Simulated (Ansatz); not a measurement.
`[NH][SiH](F)Cl` radical. Charge 0, multiplicity 2. The geometry is a stationary point of PBE0-D4/def2-TZVP. It is one conformer, not always the lowest.

```xyz
6

N    -0.426   -0.251   -1.285
Si   -0.128    0.061    0.388
F     0.762   -1.052    1.093
Cl    0.872    1.833    0.460
H     0.315   -0.747   -1.783
H    -1.395    0.157    1.127
```

Question: What is the dipole moment at B3LYP/def2-TZVPP? (An estimate is asked.)

Answer: The calculation gave: 0.68 D, with components (0.07, -0.56, -0.38) D in this frame, pointing from negative to positive charge.

Question: And with PBE, r2SCAN, ωB97M-V? (Estimate.)

Answer: Ansatz gave: PBE 0.58 D, r2SCAN 0.71 D, ωB97M-V 0.77 D.

Question: Give the Mulliken charges with B3LYP, ωB97M-V, r2SCAN in def2-TZVPP. (An estimate is asked.)

Answer: The calculation gave: 
```tsv
atom	B3LYP	ωB97M-V	r2SCAN
N1	-0.31	-0.30	-0.32
Si2	0.73	0.66	0.75
F3	-0.30	-0.29	-0.30
Cl4	-0.21	-0.19	-0.22
H5	0.16	0.15	0.17
H6	-0.07	-0.03	-0.07
```

B3LYP here is the variant with VWN-RPA as its local correlation; programs differ in this.
